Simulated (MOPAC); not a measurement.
MOPAC input (PM7):

```
PM7 PRECISE GNORM=0.05 LET XYZ GEO-OK AUX(PRECISION=9) THREADS=1
Cl3FGe

F     0.02353500 1   -0.07973500 1    1.90817600 1
Ge    0.00231100 1   -0.00782900 1    0.18735800 1
Cl   -1.66397700 1   -1.14159700 1   -0.48233700 1
Cl    1.82873700 1   -0.83526000 1   -0.51261500 1
Cl   -0.18157000 1    2.03380700 1   -0.36793300 1
```

Output:

```
 *******************************************************************************
 **                                                                           **
 **                              MOPAC v23.2.5                                **
 **                                                                           **
 *******************************************************************************
 ** MOPAC's Digital Object Identifier: https://doi.org/10.5281/zenodo.6511958 **
 **                                                                           **
 ** Please cite the open-source release paper for use of this MOPAC version:  **
 ** J. E. Moussa and J. J. P. Stewart (2026)                                  **
 ** MOPAC: An open-source semiempirical molecular orbital program             **
 ** J. Open Source Softw., 11(119), 8025, https://doi.org/10.21105/joss.08025 **
 *******************************************************************************

                              PM7 CALCULATION RESULTS

 *******************************************************************************
 *  PM7        - The PM7 Hamiltonian to be used
 *  GEO-OK     - OVERRIDE INTERATOMIC DISTANCE AND OTHER SAFETY CHECKS
 *  LET        - OVERRIDE SOME SAFETY CHECKS
 *  PRECISE    - TIGHTER CRITERIA TO BE USED
 *  XYZ        - CARTESIAN COORDINATE SYSTEM TO BE USED
 *  GNORM      - EXIT WHEN GRADIENT NORM DROPS BELOW 0.050
 *  AUX        - OUTPUT AUXILIARY INFORMATION
 *******************************************************************************
PM7 PRECISE GNORM=0.05 LET XYZ GEO-OK AUX(PRECISION=9) THREADS=1
 Cl3FGe

   ATOM   CHEMICAL          X               Y               Z
  NUMBER   SYMBOL      (ANGSTROMS)     (ANGSTROMS)     (ANGSTROMS)

     1       F          0.02353500  *  -0.07973500  *   1.90817600  *
     2      Ge          0.00231100  *  -0.00782900  *   0.18735800  *
     3      Cl         -1.66397700  *  -1.14159700  *  -0.48233700  *
     4      Cl          1.82873700  *  -0.83526000  *  -0.51261500  *
     5      Cl         -0.18157000  *   2.03380700  *  -0.36793300  *

          CARTESIAN COORDINATES

    NO.       ATOM           X           Y           Z

     1         F          0.0235     -0.0797      1.9082
     2        Ge          0.0023     -0.0078      0.1874
     3        Cl         -1.6640     -1.1416     -0.4823
     4        Cl          1.8287     -0.8353     -0.5126
     5        Cl         -0.1816      2.0338     -0.3679

 General Reference for PM7:
 "Optimization of Parameters for Semiempirical Methods VI: More Modifications to the
 NDDO Approximations and Re-optimization of Parameters", J. J. P. Stewart, J. Mol. Mod., 1:32, 19 (2013)
 https://link.springer.com/article/10.1007/s00894-012-1667-x

           Empirical Formula: F Ge Cl3  =     5 atoms

      MOLECULAR POINT GROUP   :   C3v

      RHF CALCULATION, NO. OF DOUBLY OCCUPIED LEVELS = 16

          Geometry optimization using EF

          DIAGONAL MATRIX USED AS START HESSIAN

 CYCLE:     1  GRAD.:   114.543 HEAT: -136.4264
 CYCLE:     2  GRAD.:    57.216 HEAT: -154.6433
 CYCLE:     3  GRAD.:   190.944 HEAT: -148.8252
 CYCLE:     4  GRAD.:    57.042 HEAT: -155.6169
 CYCLE:     5  GRAD.:    59.595 HEAT: -153.1827
 CYCLE:     6  GRAD.:    12.404 HEAT: -157.4025
 CYCLE:     7  GRAD.:     2.857 HEAT: -157.5116
 CYCLE:     8  GRAD.:     0.618 HEAT: -157.5189
 CYCLE:     9  GRAD.:     0.637 HEAT: -157.5207
 CYCLE:    10  GRAD.:     0.325 HEAT: -157.5214
 CYCLE:    11  GRAD.:     0.079 HEAT: -157.5214
 CYCLE:    12  GRAD.:     0.066 HEAT: -157.5214
 CYCLE:    13  GRAD.:     0.063 HEAT: -157.5214
 CYCLE:    14  GRAD.:     0.005 HEAT: -157.5215

     GRADIENT =  0.00500 IS LESS THAN CUTOFF =  0.05000

 -------------------------------------------------------------------------------
 PM7 PRECISE GNORM=0.05 LET XYZ GEO-OK AUX(PRECISION=9) THREADS=1
 Cl3FGe

     GEOMETRY OPTIMISED USING EIGENVECTOR FOLLOWING (EF).
     SCF FIELD WAS ACHIEVED

                              PM7 CALCULATION
                                                       MOPAC v23.2.5 Linux

          FINAL HEAT OF FORMATION =       -157.52145 KCAL/MOL =    -659.06975 KJ/MOL

          COSMO AREA              =        134.14 SQUARE ANGSTROMS
          COSMO VOLUME            =        126.52 CUBIC ANGSTROMS

          GRADIENT NORM           =          0.00500          =       0.00223 PER ATOM
          IONIZATION POTENTIAL    =         11.468685 EV
          HOMO LUMO ENERGIES (EV) =        -11.469 -2.271
          NO. OF FILLED LEVELS    =         16
          MOLECULAR WEIGHT        =        197.9474         POINT GROUP:  C3v

          MOLECULAR DIMENSIONS (Angstroms)

            Atom       Atom       Distance
           Cl     4   Cl     3     3.42016
           Cl     5   Cl     3     2.96195
           Cl     4    F     1     2.06452

          SCF CALCULATIONS        =         15

   ATOM   CHEMICAL          X               Y               Z
  NUMBER   SYMBOL      (ANGSTROMS)     (ANGSTROMS)     (ANGSTROMS)

     1       F          0.02019676  *  -0.06842476  *   1.63749641  *
     2      Ge          0.00326160  *  -0.01105242  *   0.26455238  *
     3      Cl         -1.62289745  *  -1.11432236  *  -0.45241882  *
     4      Cl          1.78405932  *  -0.81550731  *  -0.48195397  *
     5      Cl         -0.17688839  *   1.98311259  *  -0.34082331  *

                             CARTESIAN COORDINATES

   1    F        0.020196762    -0.068424755     1.637496405
   2   Ge        0.003261603    -0.011052420     0.264552381
   3   Cl       -1.622897448    -1.114322356    -0.452418816
   4   Cl        1.784059321    -0.815507309    -0.481953968
   5   Cl       -0.176888390     1.983112587    -0.340823307

           Empirical Formula: F Ge Cl3  =     5 atoms

      MOLECULAR POINT GROUP   :   C3v

                  EIGENVALUES
 -41.42488 -26.35746 -25.34110 -25.34108 -19.94550 -17.29935 -17.29935 -14.12576
 -13.34762 -13.34762 -12.00141 -11.74826 -11.74825 -11.68359 -11.46869 -11.46869
  -2.27092  -2.27091  -2.13664  -0.89647  68.86880  68.86883  68.97223  69.07504
  69.07507  69.46613  69.78397  69.78399  70.03825  70.03827  70.37363  70.49217
  70.49220  70.83509  71.08958

              NET ATOMIC CHARGES AND DIPOLE CONTRIBUTIONS

  ATOM NO.   TYPE          CHARGE      No. of ELECS.   s-Pop       p-Pop       d-Pop
    1          F          -0.374348        7.3743     1.91315     5.46119
    2         Ge           0.856931        3.1431     1.08201     2.06105
    3         Cl          -0.160861        7.1609     1.99332     5.16257     0.00497
    4         Cl          -0.160863        7.1609     1.99332     5.16257     0.00497
    5         Cl          -0.160859        7.1609     1.99332     5.16257     0.00497
 DIPOLE           X         Y         Z       TOTAL
 POINT-CHG.    -0.011     0.036    -0.870     0.871
 HYBRID         0.009    -0.029     0.696     0.696
 SUM           -0.002     0.007    -0.175     0.175

          ATOMIC ORBITAL ELECTRON POPULATIONS

     Atom    s        px        py        pz      x^2-y^2     xz        z^2       yz        xy
    1  F   1.91315   1.93196   1.93143   1.59780
    2 Ge   1.08201   0.78436   0.78390   0.49279
    3 Cl   1.99332   1.54235   1.75917   1.86105   0.00051   0.00126   0.00063   0.00060   0.00197
    4 Cl   1.99332   1.46197   1.84598   1.85463   0.00110   0.00156   0.00061   0.00037   0.00133
    5 Cl   1.99332   1.93971   1.33991   1.88295   0.00238   0.00008   0.00070   0.00150   0.00030

 **********************
 *                    *
 * JOB ENDED NORMALLY *
 *                    *
 **********************

 == MOPAC DONE ==
```

The geometry given is a B3LYP-D3(BJ)/def2-TZVP minimum.
